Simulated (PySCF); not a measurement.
In(F)2(SH) (F2HInS), SMILES [F][In]([F])[SH].

Geometry: B3LYP-D3(BJ)/def2-SVP. The def2 effective core potentials stand for the cores of In; spin–orbit coupling is left out. Other conformers were not sampled.

The numbers are results of PySCF with TDDFT-ωB97X/def2-SVPD, not measurements.

Vertical excitations.  State labels are in the subgroup Cs.

Computed excitation energies, oscillator strengths and character:
```
state  symmetry  energy (eV)  λ (nm)      f                                                              main pairs
-----  --------  -----------  ------  -----  ----------------------------------------------------------------------
S1           A"         4.53     273  0.016                                                          HOMO→LUMO 95 %
S2           A'         6.06     204  0.062                                      HOMO−1→LUMO 51 %, HOMO→LUMO+1 45 %
S3           A"         6.74     184  0.011                     HOMO→LUMO+2 57 %, HOMO−3→LUMO 12 %, HOMO→LUMO+3 9 %
S4           A'         6.77     183  0.019                                                        HOMO−2→LUMO 84 %
S5           A"         6.78     183  0.002                                                        HOMO−3→LUMO 81 %
S6           A'         6.87     180  0.230                    HOMO−4→LUMO 39 %, HOMO→LUMO+1 31 %, HOMO−1→LUMO 18 %
S7           A"         7.16     173  0.038                                                        HOMO−5→LUMO 89 %
S8           A"         7.41     167  0.023                                                      HOMO−1→LUMO+1 91 %
S9           A'         7.49     166  0.336                    HOMO−4→LUMO 48 %, HOMO−1→LUMO 24 %, HOMO→LUMO+1 17 %
S10          A'         7.89     157  0.148                                    HOMO−6→LUMO 65 %, HOMO−3→LUMO+1 19 %
T1           A"         4.15     299      0                                                          HOMO→LUMO 94 %
T2           A'         5.10     243      0                                                        HOMO−1→LUMO 93 %
T3           A'         6.02     206      0                                                        HOMO→LUMO+1 95 %
T4           A"         6.28     198      0  HOMO→LUMO+2 59 %, HOMO→LUMO+4 10 %, HOMO→LUMO+3 10 %, HOMO→LUMO+5 10 %
```
Triplets are in the Tamm–Dancoff approximation, which puts them higher than full response would, so one can lie above its singlet here.
